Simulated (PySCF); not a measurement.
Gas-phase reaction: GeHCl + H₂ → GeH₃Cl

Energies from PySCF, thermal terms from the rigid-rotor harmonic-oscillator model, ideal gas at 1 bar. † marks an energy on the PBE0/def2-TZVP geometry and frequencies; other levels use their own. MP2 freezes the core. 6-31G* has spherical d functions here. All species are closed-shell singlets. B3LYP is the form with VWN-RPA correlation. Ge: all electrons, no relativistic terms. GeHCl: computed as isolated molecules; such fragments, hydroxides, amides, oligomers or adducts are transient or little studied in the gas. MP2 isn't extrapolated to the basis-set limit; its ΔH°(298 K) is -141.6 kJ in def2-SVP and -136.5 kJ in def2-TZVPP. The harmonic model lacks anharmonicity and excited electronic states, which grow with temperature; levels with a mode under 35 cm⁻¹ are left out.

```json
[
 {"level": "B3LYP/6-31G*", "ΔE electronic, kJ": "-103", "ΔH°(298 K), kJ": "-92", "ΔS°(298 K), J/K": "-131", "ΔG°(2000 K), kJ": "175"},
 {"level": "B3LYP/def2-TZVP†", "ΔE electronic, kJ": "-109", "ΔH°(298 K), kJ": "-96", "ΔS°(298 K), J/K": "-131", "ΔG°(2000 K), kJ": "171"},
 {"level": "MP2/def2-TZVPP†", "ΔE electronic, kJ": "-149", "ΔH°(298 K), kJ": "-136", "ΔS°(298 K), J/K": "-131", "ΔG°(2000 K), kJ": "131"},
 {"level": "PBE0/def2-TZVP", "ΔE electronic, kJ": "-136", "ΔH°(298 K), kJ": "-123", "ΔS°(298 K), J/K": "-131", "ΔG°(2000 K), kJ": "144"},
 {"level": "LDA/def2-TZVP†", "ΔE electronic, kJ": "-154", "ΔH°(298 K), kJ": "-142", "ΔS°(298 K), J/K": "-131", "ΔG°(2000 K), kJ": "125"}
]
```
ΔH° is lowest at LDA/def2-TZVP† and highest at B3LYP/6-31G*. No reference value is set beside these.
